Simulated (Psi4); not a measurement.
Cl₂In, charge +1, singlet, at a GFN2-xTB geometry (such geometries of metal compounds can be far from the true shape) (core potentials on In); B97M-V/def2-SVP run with Psi4.

Input for Psi4:
```
memory 2 GB

molecule {
1 1
  In    0.00000000    0.00000000    0.00000000
  Cl    0.00000000    0.00000000    2.29969147
  Cl   -0.00000000   -0.00000000   -2.29969147
}

set basis def2-svp
set scf_type pk
set puream true
set d_convergence 1e-8
set dft_radial_points 99
set dft_spherical_points 590

energy('b97m-v')
print_variables()
```

It wrote (shortened):

```
   => Loading Basis Set <=

    Name: DEF2-SVP
    Role: ORBITAL
    Keyword: BASIS

    !!!  WARNING: ECP capability is in beta. Please check occupations closely.  !!!

         ---------------------------------------------------------
                                   SCF
               by Justin Turney, Rob Parrish, Andy Simmonett
                          and Daniel G. A. Smith
                              RKS Reference
         ---------------------------------------------------------

  ==> Geometry <==

    Molecular point group: d2h
    Full point group: D_inf_h

    Geometry (in Angstrom), charge = 1, multiplicity = 1:

       Center              X                  Y                   Z               Mass
    ------------   -----------------  -----------------  -----------------  -----------------
         IN           0.000000000000     0.000000000000     0.000000000000   114.903878776000
         CL           0.000000000000     0.000000000000     2.299691470000    34.968852682000
         CL           0.000000000000     0.000000000000    -2.299691470000    34.968852682000

  Running in d2h symmetry.

  Rotational constants: A = ************  B =      0.04558  C =      0.04558 [cm^-1]
  Rotational constants: A = ************  B =   1366.36482  C =   1366.36482 [MHz]
  Nuclear repulsion =  197.547645537075027

  Charge       = 1
  Multiplicity = 1
  Electrons    = 54
  Nalpha       = 27
  Nbeta        = 27

  ==> Algorithm <==

  SCF Algorithm Type is PK.
  DIIS enabled.
  MOM disabled.
  Fractional occupation disabled.
  Guess Type is SAD.
  Energy threshold   = 1.00e-06
  Density threshold  = 1.00e-08
  Integral threshold = 1.00e-12

  ==> Primary Basis <==

  Basis Set: DEF2-SVP
    Blend: DEF2-SVP
    Number of shells: 26
    Number of basis functions: 62
    Number of Cartesian functions: 66
    Spherical Harmonics?: true
    Max angular momentum: 2

  Core potential: DEF2-SVP
    Number of shells: 4
    Number of ECP primitives: 18
    Number of ECP core electrons: 28
    Max angular momentum: 3

  ==> DFT Potential <==

   => LibXC <=

    Version 7.1.2
    S. Lehtola, C. Steigemann, M. J. T. Oliveira, and M. A. L. Marques,  SoftwareX 7, 1–5 (2018) (10.1016/j.softx.2017.11.002)

   => Composite Functional: B97M-V <=

    B97M-V GGA Exchange-Correlation Functional

    N. Mardirossian and M. Head-Gordon,  J. Chem. Phys. 142, 074111 (2015) (10.1063/1.4907719)

    Deriv               =              1
    GGA                 =           TRUE
    Meta                =           TRUE

    Exchange Hybrid     =          FALSE
    MP2 Hybrid          =          FALSE

   => Exchange-Correlation Functionals <=

    1.0000   B97M-V exchange-correlation functional

   => LibXC Density Thresholds  <==

    XC_MGGA_XC_B97M_V:  1.00E-15

   => VV10 Non-Local Parameters <=

    VV10 B              =     6.0000E+00
    VV10 C              =     1.0000E-02

   => Molecular Quadrature <=

    Radial Scheme          =       TREUTLER
    Pruning Scheme         =           NONE
    Nuclear Scheme         =       TREUTLER

    Blocking Scheme        =         OCTREE
    BS radius alpha        =              1
    Pruning alpha          =              1
    Radial Points          =             99
    Spherical Points       =            590
    Total Points           =         164362
    Total Blocks           =           1371
    Max Points             =            256
    Max Functions          =             56
    Weights Tolerance      =       1.00E-15

  ==> Integral Setup <==

  Using in-core PK algorithm.
   Calculation information:
      Number of atoms:                   3
      Number of AO shells:              26
      Number of primitives:             59
      Number of atomic orbitals:        66
      Number of basis functions:        62

      Integral cutoff                 1.00e-12
      Number of threads:                 1

  Performing in-core PK
  Using 3816162 doubles for integral storage.
  We computed 50897 shell quartets total.
  Whereas there are 61776 unique shell quartets.

  ==> DiskJK: Disk-Based J/K Matrices <==

    J tasked:                  Yes
    K tasked:                   No
    wK tasked:                  No
    Schwarz Cutoff:          1E-12

  Minimum eigenvalue in the overlap matrix is 2.4782527148E-02.
  Reciprocal condition number of the overlap matrix is 7.5633588407E-03.
    Using symmetric orthogonalization.

  ==> Pre-Iterations <==

  SCF Guess: Superposition of Atomic Densities via on-the-fly atomic UHF (no occupation information).

   -------------------------
    Irrep   Nso     Nmo
   -------------------------
     Ag        17      17
     B1g        3       3
     B2g        6       6
     B3g        6       6
     Au         1       1
     B1u       13      13
     B2u        8       8
     B3u        8       8
   -------------------------
    Total      62      62
   -------------------------

  ==> Iterations <==

                        Total Energy        Delta E     RMS |[F,P]|

   @RKS iter SAD: -1109.13110729207710   -1.10913e+03   0.00000e+00
   @RKS iter   1: -1109.74158906350976   -6.10482e-01   1.11950e-02 DIIS/ADIIS
   @RKS iter   2: -1109.71978746732134    2.18016e-02   1.19326e-02 DIIS/ADIIS
   @RKS iter   3: -1109.77319131462582   -5.34038e-02   4.87780e-03 DIIS/ADIIS
   @RKS iter   4: -1109.78366322304942   -1.04719e-02   4.25818e-04 DIIS/ADIIS
   @RKS iter   5: -1109.78373803101613   -7.48080e-05   6.30926e-05 DIIS
   @RKS iter   6: -1109.78373931426063   -1.28324e-06   1.50114e-05 DIIS
   @RKS iter   7: -1109.78373942198596   -1.07725e-07   1.30509e-06 DIIS
   @RKS iter   8: -1109.78373942295912   -9.73159e-10   8.40737e-08 DIIS
   @RKS iter   9: -1109.78373942296139   -2.27374e-12   3.23139e-09 DIIS
  Energy and wave function converged.

  ==> Post-Iterations <==

   Electrons on quadrature grid:
      Ntotal   =   54.0000005378 ; deviation = 5.378e-07

    Orbital Energies [Eh]
    ---------------------

    Doubly Occupied:

[...]
    Virtual:

[...]
    Final Occupation by Irrep:
             Ag   B1g   B2g   B3g    Au   B1u   B2u   B3u
    DOCC [     8,    1,    3,    3,    0,    6,    3,    3 ]
    NA   [     8,    1,    3,    3,    0,    6,    3,    3 ]
    NB   [     8,    1,    3,    3,    0,    6,    3,    3 ]

  @RKS Final Energy: -1109.78373942296139

   => Energetics <=

    Nuclear Repulsion Energy =            197.5476455370750273
    One-Electron Energy =               -1986.1559563099033312
    Two-Electron Energy =                 751.5866781659449316
    DFT Exchange-Correlation Energy =     -72.9817000209328484
    Empirical Dispersion Energy =           0.0000000000000000
    VV10 Nonlocal Energy =                  0.2195932048545540
    Total Energy =                      -1109.7837394229613892

Computation Completed

Properties will be evaluated at   0.000000,   0.000000,   0.000000 [a0]

Properties computed using the SCF density matrix

 Multipole Moments:

 ------------------------------------------------------------------------------------
     Multipole            Electronic (a.u.)      Nuclear  (a.u.)        Total (a.u.)
 ------------------------------------------------------------------------------------

 L = 1.  Multiply by 2.5417464519 to convert [e a0] to [Debye]
 Dipole X            :          0.0000000            0.0000000            0.0000000
 Dipole Y            :          0.0000000            0.0000000            0.0000000
 Dipole Z            :          0.0000000            0.0000000            0.0000000
 Magnitude           :                                                    0.0000000

 ------------------------------------------------------------------------------------

  Variable Map:
  ----------------------------------------------------------------------------
[...]
  Array Variable Map:
  ----------------------------------------------------------------------------
[...]
[...]
```
